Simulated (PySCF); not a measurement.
**Multinuclear NMR of C₂H₁₃O₂PSi₃**

Cartesian coordinates in Å; atom numbers follow the order of the lines, from 1:
```xyz
21

C     2.510    0.996    0.737
Si    1.830    0.912   -1.030
O     0.618   -0.176   -1.109
Si   -0.645   -0.827   -0.327
C    -1.526   -1.973   -1.555
P     0.113   -1.690    1.600
O    -1.697    0.339    0.087
Si   -1.922    1.877    0.546
H     1.774    1.421    1.416
H     2.749    0.001    1.108
H     3.409    1.601    0.801
H     2.791    0.356   -1.984
H     1.287    2.203   -1.458
H    -2.424   -2.392   -1.115
H    -0.881   -2.794   -1.852
H    -1.812   -1.431   -2.450
H     0.810   -2.727    0.999
H    -0.992   -2.490    1.830
H    -1.202    2.107    1.800
H    -3.372    1.944    0.705
H    -1.425    2.759   -0.510
```

PySCF 2.14 calculation with structure optimised with GFN2-xTB and GIAO PBE0/pcSseg-1 shieldings; fast rotation and ring inversion assumed for equivalent nuclei, one conformer, no relativistic terms, gas phase.

Problem. What are the 31P shifts?

Solution. 
```
atoms                   environment  σ (ppm)  δ (ppm)
   P6  phosphorus bonded to Si, 2 H    605.2   -231.2
```

Shieldings were converted by a linear fit to measured shifts: 31P (scatter 18.1 ppm rms vs H3PO4, solution or neat liquid). A few per cent of atoms miss by over 2 rms, more outside the fitted compound classes.

On a 300 MHz spectrometer 31P resonates near 121.4 MHz, so 1 ppm is 121.4 Hz.

Problem. What are the 29Si shifts?

Solution. 
```tsv
atoms	environment	σ (ppm)	δ (ppm)
Si4	silicon bonded to C, 2 O, P	357.6	-14.0
Si2	silicon bonded to C, O, 2 H	367.8	-22.3
Si8	silicon bonded to O, 3 H	392.8	-42.9
```

Shieldings were converted by a linear fit to measured shifts: 29Si: δ = 279.94 − 0.822σ (rms 8.9 ppm, 72 shifts, 25.8 ppm with the 6 outliers that the fit left out vs TMS, solution or neat liquid). Occasional misses reach two or three times the rms, and more in compound classes unlike the fitted ones.

On a 400 MHz spectrometer 29Si resonates near 79.5 MHz, so 1 ppm is 79.5 Hz.

Problem. Where does 17O resonate?

Solution. 
```json
{"atoms": "O3", "environment": "oxygen bonded to 2 Si", "σ (ppm)": "249.1", "δ (ppm)": "39.8"}
{"atoms": "O7", "environment": "oxygen bonded to 2 Si", "σ (ppm)": "270.2", "δ (ppm)": "20.6"}
```

Shieldings were converted by a linear fit to measured shifts: 17O (scatter 10.7 ppm rms, 12.2 ppm with the 3 outliers that the fit left out vs liquid water, solution or neat liquid). Occasional misses reach two or three times the rms, and more in compound classes unlike the fitted ones.

On a 500 MHz spectrometer 17O resonates near 67.8 MHz, so 1 ppm is 67.8 Hz.
